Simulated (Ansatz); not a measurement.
Consider the atomization: `C=C[SiH2]BF` → B• + 2 C• + F• + 6 H• + Si•.

Gas-phase electronic energies from Ansatz, PBE0-D4/def2-TZVP geometries. CCSD(T)/CBS is the MP2 limit (def2-TZVPP, def2-QZVPP) plus CCSD(T) − MP2 in def2-TZVPP, frozen cores. This one scheme is used for every species, atoms too. For atomizations the MP2-based limit and the directly extrapolated one differ by several kJ/mol either way, and by 10 to 25 for some Ge, Se and Sn compounds, so smaller differences from it don't rank the levels. Functionals use def2-TZVPP. HSE06 is defined as in plane-wave codes. No spin–orbit coupling; open shells (•) take unrestricted orbitals. Spin–orbit coupling would lower the free atoms: a little for B, C, F, Si. One conformer a species, not always the lowest.

`C=C[SiH2]BF`:

Cartesian coordinates in Å:
```
C -1.631 0.908 0.024
C -1.035 0.046 0.844
Si 0.639 -0.712 0.536
B 1.578 -0.132 -1.174
F 1.035 0.721 -2.028
H -2.610 1.325 0.244
H -1.170 1.237 -0.903
H -1.562 -0.235 1.755
H 0.530 -2.202 0.500
H 1.558 -0.407 1.674
H 2.667 -0.549 -1.472
```

```json
{"level": "r2SCANh-D4", "ΔE (kJ/mol)": "4166.9"}
{"level": "HSE06-D4", "ΔE (kJ/mol)": "4183.8"}
{"level": "ωB97M-V", "ΔE (kJ/mol)": "4183.3"}
{"level": "B2PLYP", "ΔE (kJ/mol)": "4138.3"}
{"level": "r2SCANh", "ΔE (kJ/mol)": "4161.3"}
{"level": "CCSD(T)/def2-SVP", "ΔE (kJ/mol)": "3980.1"}
{"level": "SCS-MP2/def2-QZVPP", "ΔE (kJ/mol)": "4176.0"}
{"level": "MP2/CBS(def2)", "ΔE (kJ/mol)": "4224.6"}
```

(1) What does CCSD(T)/CBS give? (An estimate is asked.)

Largest T1 diagnostic among the species: 0.014.

## Answers

(1) Computed: +4165.4 kJ/mol. The listed levels differ from it by 1.5, 18.4, 17.9, -27.1, -4.1, -185.3, 10.6, 59.2 kJ/mol.

From r2SCAN to r2SCAN0 (25 % exact exchange), in def2-TZVPP and without D4, ΔE moves by −55.7 kJ/mol: exact exchange takes away binding that semilocal exchange gives to molecules. Leaving LDA and LC-ωPBE aside and taking each functional with its dispersion term where it has one, the values, not all of them listed here, spread over 156.3 kJ/mol, from BHLYP-D4 to PBE-D4. LDA lies +496.9 kJ/mol from PBE without D4, its usual overbinding.
